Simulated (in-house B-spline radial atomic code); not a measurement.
Configurations of Cr VII (Cr6+), with energies counted from [Ne] 3s2 3p6. Level of theory: non-relativistic BHandHLYP, spin-polarised, spherical fractional occupations, point nucleus; calculated with a radial B-spline atomic code at the basis-set limit. Caution: exact exchange at fractional occupations of open shells leaves self-interaction of up to several eV. Shells without spins written out take the highest spin.

Occupations are held fixed; configurations that lie above the ionisation limit could autoionise.

```csv
configuration,E - E(ref) (eV),highest orbital,its <r> (bohr)
[Ne] 3s1 3p6 3d1,81.602,3d up,0.9159
[Ne] 3s2 3p5 4p1,98.258,4p up,2.053
"[Ne] 3s2 3p(3 up, 2 down) 4p(0 up, 1 down)",98.62,4p down,2.062
[Ne] 3s2 3p5 4d1,112.47,4d up,2.306
[He] 2s2 2p5 3s2 3p6 4s1,648.63,4s up,1.88
[He] 2s2 2p5 3s2 3p6 4p1,659.52,4p up,2.015
```

Q: Order these further configurations by energy, lowest first.
A. [He] 2s2 2p5 3s2 3p6 3d1
B. [He] 2s2 2p5 3s2 3p6 4f1
C. [Ne] 3s1 3p6 4f1
D. [He] 2s2 2p(3 up, 2 down) 3s2 3p6 4p(0 up, 1 down)
E. [Ne] 3s1 3p6 4s1

A: E (115.58 eV), C (150.98 eV), A (610.74 eV), D (659.74 eV), B (685.28 eV).

Q: How far above the reference does [Ne] 3s2 3p(2 up, 3 down) 4s(0 up, 1 down) lie?

A: 87.35 eV; its least bound orbital is 4s down with <r> = 1.908 bohr.

Q: How far above the reference does [Ne] 3s2 3p(3 up, 2 down) 4f(1 up, 0 down) lie?

A: 122.73 eV; its least bound orbital is 4f up with <r> = 2.424 bohr.
